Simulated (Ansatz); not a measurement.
Cartesian coordinates (Å):
```xyz
6

Si    -0.5284     0.0084    -0.0065
S      1.4479    -0.5387    -0.6557
H     -0.7981    -0.4440     1.3922
H     -0.7495     1.4844    -0.0847
H     -1.4460    -0.6917    -0.9508
H      2.0741     0.1817     0.3054
```
Charge 0, multiplicity 1.

Method: Ansatz (an electronic-structure program) with frozen-core CCSD(T)/cc-pVTZ // PBE-D3(BJ)/def2-TZVP.

| Item | Value |
|---|---|
| HF energy | -688.84570 Ha |
| MP2 correlation energy | -0.31105 Ha |

Task: Estimate the CCSD correlation energy, the (T) correction, the total energy and the T1 diagnostic.

Result: 
```yaml
CCSD correlation energy: -0.35229 Ha
"(T) correction": -0.01326 Ha
CCSD(T) total energy: -689.21125 Ha
T1 diagnostic: 0.011
```
